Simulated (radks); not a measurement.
The numbers below are computed, except where a source is named.
Charge is removed step by step from the 3s level of the nickel ion Ni+, starting from [Ar] 3d9. Level of theory: scalar-relativistic Kohn-Sham, r2SCAN, spin-unpolarised, spherical densities, finite nucleus; meta-GGA in the generalised Kohn-Sham scheme; Fermi nuclear charge, rms radius 3.7757 fm (a radial shooting solver on a logarithmic mesh with Libxc functionals).

removed (e)	E - E(0) (eV)	eigenvalue (eV)	E minus straight line (eV)
0	0.000	-117.84	0.000
0.25	29.957	-121.93	-1.651
0.5	60.972	-126.30	-2.244
0.75	93.111	-130.92	-1.713
1	126.43	-135.75	0.000

Removing the whole electron costs 126.43 eV by Delta-SCF, against 117.84 eV from minus the eigenvalue at the starting occupation. Slater's transition state (half an electron removed) gives 126.30 eV. Integrating minus the eigenvalue over the occupation (Janak's theorem) gives 126.46 eV. In this scalar-relativistic scheme the density is built from large components alone, so the theorem holds only approximately. The mean slope of the eigenvalue, de/dn, is 17.9 eV per electron.
